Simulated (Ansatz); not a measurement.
`C[SiH2][SnH3]` + `C[NH][AlH2]` → `C[SiH2][N](C)[AlH2]` + `[SnH4]`  (cleavage of the Si–Sn bond)

Calculated with Ansatz (gas phase, PBE0-D4/def2-TZVP geometries, no zero-point term in ΔE). CCSD(T)/CBS is the MP2 limit (def2-TZVPP, def2-QZVPP) plus CCSD(T) − MP2 in def2-TZVPP, frozen cores. DFT in def2-TZVPP. B3LYP here is the variant with VWN-RPA as its local correlation; programs differ in this. Elements past krypton have def2 core potentials. For Sn outer-core shells are correlated without core-valence functions, which leaves a few kJ/mol of doubt a bond. One conformer a species, not always the lowest.

CCSD(T)/CBS gives -0.25 eV.

Q: Another level gave -0.34 eV. Which?
A. HF/def2-TZVPP
B. PBE-D4/def2-TZVPP
C. B3LYP-D4/def2-TZVPP
D. PBE0-D4/def2-TZVPP

A: A. HF/def2-TZVPP -0.34, B3LYP-D4 -0.27, PBE-D4 -0.14, PBE0-D4 -0.19 eV.

Largest T1 diagnostic among the species: 0.013.

The D4 term adds −0.08 eV with B3LYP and −0.05 eV with PBE0; it sums over pairs of atoms, weighted by their polarisabilities, and B3LYP, whose exchange is more repulsive, gets the larger term. From PBE to PBE0 (25 % exact exchange), in def2-TZVPP and without D4, ΔE moves by −0.05 eV.
